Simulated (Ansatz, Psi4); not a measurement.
Approach curve of the dimer HCl3Ge ··· HCl (SMILES [Cl][GeH]([Cl])[Cl] and Cl), singlet. Monomers: optimised at B3LYP-D3(BJ) (def2-TZVP), held rigid. Orientation: lowest of the rigid-body minima from ten starts at GFN2-xTB. The monomers approach along the line of their centres of mass (distance R); nothing else relaxes.

MP2/aug-cc-pVTZ = DF-MP2/aug-cc-pVTZ, frozen core, counterpoise-corrected (Psi4 1.11); SAPT0/jun-cc-pVDZ, frozen core (Psi4); wB97M-V/def2-TZVP, counterpoise-corrected (Psi4); CCSD(T)/aug-cc-pVDZ = CCSD(T) on RHF/aug-cc-pVDZ, cores with 3d frozen, counterpoise-corrected (Ansatz, an electronic-structure program).

Interaction energies in kcal/mol:

```json
[
 {"R / Å": "3.07", "MP2/aug-cc-pVTZ": "9.34", "SAPT0/jun-cc-pVDZ": "13.03", "wB97M-V/def2-TZVP": "9.41"},
 {"R / Å": "3.33", "MP2/aug-cc-pVTZ": "2.32", "SAPT0/jun-cc-pVDZ": "4.93", "wB97M-V/def2-TZVP": "2.35"},
 {"R / Å": "3.50", "MP2/aug-cc-pVTZ": "0.12", "SAPT0/jun-cc-pVDZ": "2.18", "wB97M-V/def2-TZVP": "0.12"},
 {"R / Å": "3.69", "MP2/aug-cc-pVTZ": "-1.09", "SAPT0/jun-cc-pVDZ": "0.49", "wB97M-V/def2-TZVP": "-1.10"},
 {"R / Å": "3.93", "MP2/aug-cc-pVTZ": "-1.60", "SAPT0/jun-cc-pVDZ": "-0.48", "wB97M-V/def2-TZVP": "-1.59"},
 {"R / Å": "4.22", "MP2/aug-cc-pVTZ": "-1.54", "SAPT0/jun-cc-pVDZ": "-0.80", "wB97M-V/def2-TZVP": "-1.50"},
 {"R / Å": "4.52", "MP2/aug-cc-pVTZ": "-1.24", "SAPT0/jun-cc-pVDZ": "-0.77", "wB97M-V/def2-TZVP": "-1.19"},
 {"R / Å": "5.02", "MP2/aug-cc-pVTZ": "-0.77", "SAPT0/jun-cc-pVDZ": "-0.55", "wB97M-V/def2-TZVP": "-0.72"},
 {"R / Å": "5.72", "MP2/aug-cc-pVTZ": "-0.38", "SAPT0/jun-cc-pVDZ": "-0.31", "wB97M-V/def2-TZVP": "-0.35"},
 {"R / Å": "6.68", "MP2/aug-cc-pVTZ": "-0.16", "SAPT0/jun-cc-pVDZ": "-0.15", "wB97M-V/def2-TZVP": "-0.15"},
 {"R / Å": "8.01", "MP2/aug-cc-pVTZ": "-0.06", "SAPT0/jun-cc-pVDZ": "-0.07", "wB97M-V/def2-TZVP": "-0.06"}
]
```

Question: Estimate the CCSD(T)/aug-cc-pVDZ values at these points.

Answer: 3.07: 13.95; 3.33: 5.14; 3.50: 2.16; 3.69: 0.33; 3.93: -0.70; 4.22: -1.01; 4.52: -0.93; 5.02: -0.62; 5.72: -0.32; 6.68: -0.14; 8.01: -0.06 (kcal/mol).
